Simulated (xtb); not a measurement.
H₆AgN₂, charge +1, singlet, geometry from GFN2-xTB (such geometries of metal compounds can be far from the true shape); GFN2-xTB in xtb.

Input for xtb:
```
$ xtb mol.xyz --gfn 2 --chrg 1 --ohess --json

# file mol.xyz
9

Ag    -0.00000000    -0.00000000     0.00000000
N     -1.24067725    -0.67082294     1.77286030
H     -1.65718678     0.11188149     2.27566513
H     -0.69325101    -1.19150804     2.45706103
H     -2.01203145    -1.27912100     1.50100505
N      1.24067725     0.67082294    -1.77286030
H      0.99615131     1.60911881    -2.08706888
H      1.12783478     0.06007285    -2.58104964
H      2.23848315     0.68955590    -1.56561269
```

Write the output that xtb gives for this input, abridged.


```
   ID    Z sym.   atoms
    1   47 Ag     1
    2    7 N      2, 6
    3    1 H      3-5, 7-9

           -------------------------------------------------
          |                Calculation Setup                |
           -------------------------------------------------

           -------------------------------------------------
          |                 G F N 2 - x T B                 |
           -------------------------------------------------

          ...................................................
          :                      SETUP                      :
          :.................................................:
          :  # basis functions                  24          :
          :  # atomic orbitals                  23          :
          :  # shells                           13          :
          :  # electrons                        26          :
          :  max. iterations                   250          :
          :  Hamiltonian                  GFN2-xTB          :
          :  restarted?                      false          :
          :  GBSA solvation                  false          :
          :  PC potential                    false          :
          :  electronic temp.          300.0000000     K    :
          :  accuracy                    1.0000000          :
          :  -> integral cutoff          0.2500000E+02      :
          :  -> integral neglect         0.1000000E-07      :
          :  -> SCF convergence          0.1000000E-05 Eh   :
          :  -> wf. convergence          0.1000000E-03 e    :
          :  Broyden damping             0.4000000          :
          :  net charge                          1          :
          :  unpaired electrons                  0          :
          ...................................................

 iter      E             dE          RMSdq      gap      omega  full diag
   1    -12.3941153 -0.123941E+02  0.117E+01    5.24       0.0  T
   2    -12.5047821 -0.110667E+00  0.343E+00    5.49       1.0  T
   3    -12.5056439 -0.861781E-03  0.140E+00    5.33       1.0  T
   4    -12.5057590 -0.115089E-03  0.331E-01    5.28       1.0  T
   5    -12.5057666 -0.765382E-05  0.696E-02    5.32       1.0  T
   6    -12.5057678 -0.111557E-05  0.305E-02    5.32       1.1  T
   7    -12.5057680 -0.196207E-06  0.242E-03    5.32      13.8  T
   8    -12.5057680 -0.140755E-07  0.237E-03    5.32      14.1  T
   9    -12.5057680 -0.117019E-08  0.860E-05    5.32     387.8  T
  10    -12.5057680  0.210179E-10  0.118E-04    5.32     282.0  T

   *** convergence criteria satisfied after 10 iterations ***

         :::::::::::::::::::::::::::::::::::::::::::::::::::::
         ::                     SUMMARY                     ::
         :::::::::::::::::::::::::::::::::::::::::::::::::::::
         :: total energy             -12.398232621373 Eh    ::
         :: gradient norm              0.000026463714 Eh/a0 ::
         :: HOMO-LUMO gap              5.321722640432 eV    ::
         ::.................................................::
         :: SCC energy               -12.505768254473 Eh    ::
         :: -> isotropic ES            0.099013899078 Eh    ::
         :: -> anisotropic ES         -0.010493179329 Eh    ::
         :: -> anisotropic XC          0.004759318479 Eh    ::
         :: -> dispersion             -0.002706829531 Eh    ::
         :: repulsion energy           0.107535633101 Eh    ::
         :: add. restraining           0.000000000000 Eh    ::
         :: total charge               1.000000000000 e     ::
         :::::::::::::::::::::::::::::::::::::::::::::::::::::

      -----------------------------------------------------------
     |                   =====================                   |
     |                        A N C O P T                        |
     |                   =====================                   |
     |               Approximate Normal Coordinate               |
     |                Rational Function Optimizer                |
      -----------------------------------------------------------
      -----------------------------------------------------------
     |                   =====================                   |
     |                        A N C O P T                        |
     |                   =====================                   |
     |               Approximate Normal Coordinate               |
     |                Rational Function Optimizer                |
      -----------------------------------------------------------

          ...................................................
          :                      SETUP                      :
          :.................................................:
          :   optimization level            normal          :
          :   max. optcycles                   200          :
          :   ANC micro-cycles                  20          :
          :   degrees of freedom                21          :
          :.................................................:
          :   RF solver                   davidson          :
          :   write xtbopt.log                true          :
          :   linear?                        false          :
          :   energy convergence         0.5000000E-05 Eh   :
          :   grad. convergence          0.1000000E-02 Eh/α :
          :   maxmium RF displ.          1.0000000          :
          :   Hlow (freq-cutoff)         0.1000000E-01      :
          :   Hmax (freq-cutoff)         5.0000000          :
          :   S6 in model hess.         20.0000000          :
          ...................................................

generating ANC from exact Hessian ...
Using Lindh-Hessian (1995)
 Shifting diagonal of input Hessian by    1.0921750993238714E-002
 Lowest  eigenvalues of input Hessian
    0.010000    0.010000    0.000000    0.000000    0.000000    0.000000
[...]
 * total energy  :   -12.3982326 Eh     change       -0.2409806E-10 Eh
   *** GEOMETRY OPTIMIZATION CONVERGED AFTER 1 ITERATIONS ***
         :: total energy             -12.398232621397 Eh    ::
[...]
Writing topology from bond orders to xtbtopo.mol

molecular dipole:
                 x           y           z       tot (Debye)
 q only:        0.000       0.000      -0.000
   full:        0.000       0.000       0.000       0.000
molecular quadrupole (traceless):
                xx          xy          yy          xz          yz          zz
 q only:       -0.981       4.758      -7.208     -12.575      -6.799       8.189
  q+dip:       -1.179       5.724      -8.671     -15.127      -8.179       9.850
   full:       -1.074       5.214      -7.899     -13.780      -7.451       8.973

           -------------------------------------------------
          |               Frequency Printout                |
           -------------------------------------------------
 projected vibrational frequencies (cm⁻¹)
eigval :       -0.00    -0.00    -0.00    -0.00    -0.00     0.00
eigval :       -8.57    64.20    64.23   261.39   330.92   468.16
eigval :      468.19   482.61   482.65  1266.04  1268.66  1503.34
eigval :     1503.38  1504.06  1504.10  3375.71  3378.62  3378.63
eigval :     3379.88  3379.88  3382.48
 reduced masses (amu)
   1:  6.66   2: 13.30   3: 69.73   4: 82.49   5: 80.90   6: 24.09   7:  1.01   8: 33.20
   9: 33.20  10: 11.80  11: 34.78  12:  2.35  13:  2.35  14:  3.13  15:  3.13  16:  3.03
  17:  2.93  18:  1.76  19:  1.76  20:  1.76  21:  1.76  22:  1.29  23:  2.02  24:  2.02
  25:  2.02  26:  2.02  27:  1.29
 IR intensities (km·mol⁻¹)
   1:  0.21   2:  0.22   3:  5.56   4:  6.67   5:  6.49   6:  1.43   7:  0.00   8:  9.49
   9:  9.48  10:  0.00  11:  8.29  12:  0.00  13:  0.01  14:281.26  15:281.49  16:457.70
  17:  0.05  18: 26.00  19: 27.22  20: 97.72  21: 98.81  22:105.27  23:  0.02  24:  0.02
  25: 40.44  26: 40.48  27:  0.00
 Raman intensities (Ä⁴*amu⁻¹)
   1:  0.00   2:  0.00   3:  0.00   4:  0.00   5:  0.00   6:  0.00   7:  0.00   8:  0.00
   9:  0.00  10:  0.00  11:  0.00  12:  0.00  13:  0.00  14:  0.00  15:  0.00  16:  0.00
  17:  0.00  18:  0.00  19:  0.00  20:  0.00  21:  0.00  22:  0.00  23:  0.00  24:  0.00
  25:  0.00  26:  0.00  27:  0.00
 output can be read by thermo (or use thermo option).
 writing <g98.out> molden fake output.
 recommended (thermochemical) frequency scaling factor: 1.0
           -------------------------------------------------
          |             Thermodynamic Functions             |
           -------------------------------------------------

d3  symmetry found (for desy threshold:  0.10E+00) used in thermo
 inverting freq            1   8.5705283570388620

          ...................................................
          :                      SETUP                      :
          :.................................................:
          :  # frequencies                          21      :
          :  # imaginary freq.                       0      :
          :  linear?                             false      :
          :  only rotor calc.                    false      :
          :  symmetry                               d3      :
          :  rotational number                       6      :
          :  scaling factor                  1.0000000      :
          :  rotor cutoff                   50.0000000 cm⁻¹ :
          :  imag. cutoff                  -20.0000000 cm⁻¹ :
          :.................................................:

    mode    ω/cm⁻¹     T·S(HO)/kcal·mol⁻¹    T·S(FR)/kcal·mol⁻¹   T·S(vib)
   ------------------------------------------------------------------------
       1      8.57    -2.47987 (  0.09%)    -1.57451 ( 99.91%)    -1.57529
       2     64.20    -1.28911 ( 73.11%)    -0.98188 ( 26.89%)    -1.20648
       3     64.23    -1.28883 ( 73.14%)    -0.98174 ( 26.86%)    -1.20636
       4    261.39    -0.49268 ( 99.87%)    -0.56642 (  0.13%)    -0.49278
   ------------------------------------------------------------------------

   temp. (K)  partition function   enthalpy   heat capacity  entropy
                                   cal/mol     cal/K/mol   cal/K/mol   J/K/mol
 298.15  VIB   937.                 2764.999     13.612     19.286
         ROT  0.558E+04              888.752      2.981     20.123
         INT  0.523E+07             3653.752     16.593     39.409
         TR   0.164E+28             1481.254      4.968     40.743
         TOT                        5135.0055    21.5609    80.1527   335.3588

       T/K    H(0)-H(T)+PV         H(T)/Eh          T*S/Eh         G(T)/Eh
   ------------------------------------------------------------------------
    298.15    0.818315E-02    0.798445E-01    0.380831E-01    0.417614E-01
   ------------------------------------------------------------------------

         :::::::::::::::::::::::::::::::::::::::::::::::::::::
         ::                  THERMODYNAMIC                  ::
         :::::::::::::::::::::::::::::::::::::::::::::::::::::
         :: total free energy         -12.356471220636 Eh   ::
         ::.................................................::
         :: total energy              -12.398232621397 Eh   ::
         :: zero point energy           0.071661370810 Eh   ::
         :: G(RRHO) w/o ZPVE           -0.029899970049 Eh   ::
         :: G(RRHO) contrib.            0.041761400761 Eh   ::
         :::::::::::::::::::::::::::::::::::::::::::::::::::::
imag cut-off (cm-1) :    5.00
 found            1  significant imaginary frequency
 writing imag mode distorted coords to xtbhess.xyz
 for further optimization.

optimized geometry written to: xtbopt.xyz

           -------------------------------------------------
          | TOTAL ENERGY              -12.398232621397 Eh   |
          | TOTAL ENTHALPY            -12.318388098478 Eh   |
          | TOTAL FREE ENERGY         -12.356471220636 Eh   |
          | GRADIENT NORM               0.000026864852 Eh/α |
          | HOMO-LUMO GAP               5.321682331877 eV   |
           -------------------------------------------------

normal termination of xtb
```
